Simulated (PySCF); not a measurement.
# Molecular orbitals of BiAs

B3LYP at R = 2.387 Å; basis Bi cc-pVDZ-PP with ECP60, As cc-pVDZ-PP with ECP10; scalar-relativistic core potentials; PySCF 2.14. State: ¹Σ⁺ (singlet), closed shell. Only the outer orbitals are listed, counted within each symmetry, core potentials removing the inner ones.

```
orbital  occ.  ε (eV)  on Bi (%)   main shells (%)
     7σ     2  -17.45         54  51 Bi s, 43 As s
     8σ     2  -13.71         47  50 As s, 43 Bi s
     9σ     2   -6.87         46  50 As p, 42 Bi p
     5π     2   -6.34         48  51 As p, 48 Bi p
     5π     2   -6.34         48  51 As p, 48 Bi p
     6π     0   -2.78         52  52 Bi p, 47 As p
     6π     0   -2.78         52  52 Bi p, 47 As p
    10σ     0    0.30         63  63 Bi p, 41 As p
```

Q: Which are the highest filled and the lowest empty level, where do they sit, and how wide is the gap?

A: Highest filled 5π at -6.34 eV (in %: 51 As p, 48 Bi p); lowest empty 6π at -2.78 eV (in %: 52 Bi p, 47 As p); the gap at B3LYP is 3.56 eV.

- bond order (Mayer): 2.98
- ⟨S²⟩: 0.000
- charge on Bi (Mulliken, basis-dependent): 0.13
- charge on Bi (Löwdin, basis-dependent): 0.15
- dipole moment (positive dipole means Bi(−)As(+)): -1.36 D
- polarisability along the bond: 110.6 bohr³
- polarisability across the bond: 34.0 bohr³

These are scalar-relativistic numbers at best; spin–orbit coupling would shift them, the dissociation energy most.
